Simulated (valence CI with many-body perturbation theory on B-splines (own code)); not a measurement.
Forbidden lines of Nd⁵³⁺

Calculated by relativistic CI+MBPT: five valence electrons over a frozen Dirac-Fock core [He], radial functions for each j: 9 s, 9 p, 8 d, 6 f, 3 g, 1 h, with the one-electron correlation potential Σ1, the two-electron term Σ2, the three-electron term Σ3, Breit, model QED; selected CI, second order for the rest (own B-spline code, finite nucleus).

No measured spectrum was set against this ion. As an estimate, large intervals hold to a few tenths of a per cent, small ones and those within an open d or f shell to about a per cent. Among the levels kept, up to 1200 cm⁻¹ of a level comes from second order outside the variational space, and about a tenth of that is noise between levels of different J, which matters for small intervals.

Lines 1 to 45 of 45 in falling wavelength, among levels below 6862.0 eV, chosen from the decays that carry over 1 % of a level's rate. Wavelengths and rates use the calculated energies. Electric multipoles are in the length gauge, E1 and E2 with the static RPA response of the core. S is in atomic units (e²a₀⁴ for E2 and M2, e²a₀⁶ for E3), for M1 in squared Bohr magnetons. Weak lines are less certain than strong ones. Lines between different terms over intervals too small for the method are left out, as are lines whose strength nearly cancels. The highest levels of a list are the least certain.

Levels are named by their leading jj configuration (3d3/2^4 stands for four electrons in 3d with j = 3/2), which in mixed levels can hold well under half, so a name can repeat and another be missing. Letters in brackets count levels of one name in rising energy.

| λ vac (nm) | Upper | Lower | Type | A (s⁻¹) | S (a.u.) |
| --- | --- | --- | --- | --- | --- |
| 2.362 | (2s^2 2p1/2 2p3/2^2) J=3/2 | (2s^2 2p1/2^2 2p3/2) J=3/2 | M1 | 1.42e+09 | 2.78e+00 |
| 2.356 | (2s^2 2p3/2^3) J=3/2 | (2s^2 2p1/2 2p3/2^2) J=1/2 | M1 | 3.50e+08 | 6.78e-01 |
| 2.270 | (2s^2 2p1/2 2p3/2^2) J=5/2 | (2s^2 2p1/2^2 2p3/2) J=3/2 | M1 | 2.40e+08 | 6.23e-01 |
| 2.270 | (2s^2 2p1/2 2p3/2^2) J=5/2 | (2s^2 2p1/2^2 2p3/2) J=3/2 | E2 | 3.52e+06 | 1.14e-04 |
| 2.201 | (2s^2 2p3/2^3) J=3/2 | (2s^2 2p1/2 2p3/2^2) J=5/2 | M1 | 4.22e+08 | 6.68e-01 |
| 2.125 | (2s^2 2p1/2 2p3/2^2) J=1/2 | (2s^2 2p1/2^2 2p3/2) J=3/2 | M1 | 8.69e+08 | 6.19e-01 |
| 2.120 | (2s^2 2p3/2^3) J=3/2 | (2s^2 2p1/2 2p3/2^2) J=3/2 | M1 | 1.71e+09 | 2.42e+00 |
| 0.2355 | (2s^2 2p1/2 2p3/2 3d5/2) J=9/2 | (2s 2p1/2 2p3/2^3) J=5/2 | E2 | 6.70e+08 | 4.33e-07 |
| 0.2157 | (2s^2 2p1/2 2p3/2 3p1/2) J=3/2 [a] | (2s^2 2p1/2 2p3/2^2) J=1/2 | E2 | 7.57e+10 | 1.26e-05 |
| 0.2152 | (2s^2 2p1/2 2p3/2 3p1/2) J=5/2 | (2s^2 2p1/2 2p3/2^2) J=1/2 | E2 | 1.38e+11 | 3.41e-05 |
| 0.2145 | (2s^2 2p1/2 2p3/2 3p1/2) J=1/2 | (2s^2 2p1/2 2p3/2^2) J=5/2 | E2 | 1.58e+11 | 1.28e-05 |
| 0.2142 | (2s^2 2p1/2 2p3/2 3p1/2) J=3/2 [b] | (2s^2 2p1/2 2p3/2^2) J=1/2 | E2 | 5.94e+10 | 9.56e-06 |
| 0.2140 | (2s^2 2p1/2^2 3p1/2) J=1/2 | (2s^2 2p1/2^2 2p3/2) J=3/2 | E2 | 7.35e+11 | 5.90e-05 |
| 0.2139 | (2s^2 2p1/2 2p3/2 3p1/2) J=5/2 | (2s^2 2p1/2 2p3/2^2) J=5/2 | E2 | 4.20e+11 | 1.01e-04 |
| 0.2138 | (2s^2 2p1/2 2p3/2 3p1/2) J=1/2 | (2s^2 2p1/2 2p3/2^2) J=3/2 | E2 | 2.35e+11 | 1.88e-05 |
| 0.2135 | (2s^2 2p1/2 2p3/2 3p1/2) J=3/2 [a] | (2s^2 2p1/2 2p3/2^2) J=3/2 | E2 | 4.59e+11 | 7.27e-05 |
| 0.2131 | (2s^2 2p1/2 2p3/2 3p1/2) J=5/2 | (2s^2 2p1/2 2p3/2^2) J=3/2 | E2 | 1.04e+11 | 2.44e-05 |
| 0.2128 | (2s^2 2p1/2 2p3/2 3p1/2) J=3/2 [b] | (2s^2 2p1/2 2p3/2^2) J=5/2 | E2 | 4.14e+11 | 6.45e-05 |
| 0.2120 | (2s^2 2p1/2 2p3/2 3p1/2) J=3/2 [b] | (2s^2 2p1/2 2p3/2^2) J=3/2 | E2 | 2.28e+10 | 3.49e-06 |
| 0.2097 | (2s^2 2p1/2 2p3/2 3p3/2) J=3/2 [a] | (2s^2 2p1/2 2p3/2^2) J=1/2 | E2 | 2.47e+10 | 3.58e-06 |
| 0.2090 | (2s 2p1/2^2 2p3/2 3p3/2) J=7/2 | (2s 2p1/2^2 2p3/2^2) J=5/2 | E2 | 2.32e+11 | 6.62e-05 |
| 0.2087 | (2s 2p1/2^2 2p3/2 3p3/2) J=1/2 [b] | (2s 2p1/2^2 2p3/2^2) J=3/2 | E2 | 4.17e+11 | 2.95e-05 |
| 0.2087 | (2s^2 2p1/2 2p3/2 3p3/2) J=5/2 [b] | (2s^2 2p1/2 2p3/2^2) J=1/2 | E2 | 1.44e+11 | 3.05e-05 |
| 0.2087 | (2s^2 2p1/2 2p3/2 3p3/2) J=1/2 [a] | (2s^2 2p1/2 2p3/2^2) J=5/2 | E2 | 7.01e+10 | 4.95e-06 |
| 0.2084 | (2s^2 2p1/2 2p3/2 3p3/2) J=3/2 [a] | (2s^2 2p1/2 2p3/2^2) J=5/2 | E2 | 1.55e+11 | 2.17e-05 |
| 0.2081 | (2s^2 2p1/2 2p3/2 3p3/2) J=7/2 | (2s^2 2p1/2 2p3/2^2) J=5/2 | E2 | 2.52e+11 | 7.04e-05 |
| 0.2080 | (2s^2 2p1/2^2 3p3/2) J=3/2 | (2s^2 2p1/2^2 2p3/2) J=3/2 | E2 | 3.68e+11 | 5.11e-05 |
| 0.2079 | (2s^2 2p1/2 2p3/2 3p3/2) J=1/2 [a] | (2s^2 2p1/2 2p3/2^2) J=3/2 | E2 | 2.17e+11 | 1.51e-05 |
| 0.2077 | (2s^2 2p1/2 2p3/2 3p3/2) J=5/2 [a] | (2s^2 2p1/2 2p3/2^2) J=3/2 | E2 | 1.56e+11 | 3.23e-05 |
| 0.2076 | (2s^2 2p1/2 2p3/2 3p3/2) J=3/2 [a] | (2s^2 2p1/2 2p3/2^2) J=3/2 | E2 | 8.27e+10 | 1.14e-05 |
| 0.2074 | (2s^2 2p1/2 2p3/2 3p3/2) J=7/2 | (2s^2 2p1/2 2p3/2^2) J=3/2 | E2 | 2.90e+10 | 7.95e-06 |
| 0.2059 | (2s 2p1/2^2 2p3/2 3p3/2) J=1/2 [b] | (2s 2p1/2^2 2p3/2^2) J=5/2 | E2 | 1.36e+11 | 8.95e-06 |
| 0.2050 | (2s 2p1/2^2 2p3/2 3d5/2) J=9/2 | (2s 2p1/2^2 2p3/2^2) J=5/2 | M2 | 1.29e+10 | 4.17e-06 |
| 0.2050 | (2s 2p1/2^2 2p3/2 3d5/2) J=9/2 | (2s 2p1/2^2 2p3/2^2) J=5/2 | E3 | 7.21e+08 | 3.49e-06 |
| 0.2039 | (2s^2 2p1/2 2p3/2 3d5/2) J=9/2 | (2s^2 2p1/2 2p3/2^2) J=5/2 | M2 | 1.27e+10 | 3.99e-06 |
| 0.2039 | (2s^2 2p1/2 2p3/2 3d5/2) J=9/2 | (2s^2 2p1/2 2p3/2^2) J=5/2 | E3 | 7.75e+08 | 3.62e-06 |
| 0.1974 | (2s 2p1/2^2 2p3/2 3d5/2) J=9/2 | (2s^2 2p1/2 2p3/2^2) J=5/2 | E2 | 1.58e+09 | 4.23e-07 |
| 0.1911 | (2s^2 2p1/2 2p3/2 3p3/2) J=1/2 [a] | (2s^2 2p1/2^2 2p3/2) J=3/2 | E2 | 1.36e+11 | 6.21e-06 |
| 0.1909 | (2s^2 2p1/2 2p3/2 3p3/2) J=3/2 [a] | (2s^2 2p1/2^2 2p3/2) J=3/2 | E2 | 3.25e+11 | 2.94e-05 |
| 0.1907 | (2s^2 2p1/2 2p3/2 3p3/2) J=7/2 | (2s^2 2p1/2^2 2p3/2) J=3/2 | E2 | 3.52e+11 | 6.33e-05 |
| 0.1900 | (2s^2 2p1/2 2p3/2 3p3/2) J=5/2 [b] | (2s^2 2p1/2^2 2p3/2) J=3/2 | E2 | 2.40e+11 | 3.18e-05 |
| 0.1871 | (2s^2 2p1/2 2p3/2 3d5/2) J=9/2 | (2s^2 2p1/2^2 2p3/2) J=3/2 | E3 | 1.56e+09 | 3.98e-06 |
| 0.1827 | (2s 2p1/2^2 2p3/2 3d3/2) J=5/2 [a] | (2s^2 2p1/2^2 2p3/2) J=3/2 | E2 | 6.85e+11 | 7.46e-05 |
| 0.1825 | (2s 2p1/2^2 2p3/2 3d3/2) J=7/2 | (2s^2 2p1/2^2 2p3/2) J=3/2 | E2 | 8.92e+11 | 1.29e-04 |
| 0.1807 | (2s 2p1/2^2 2p3/2 3d3/2) J=5/2 [b] | (2s^2 2p1/2^2 2p3/2) J=3/2 | E2 | 7.47e+11 | 7.71e-05 |
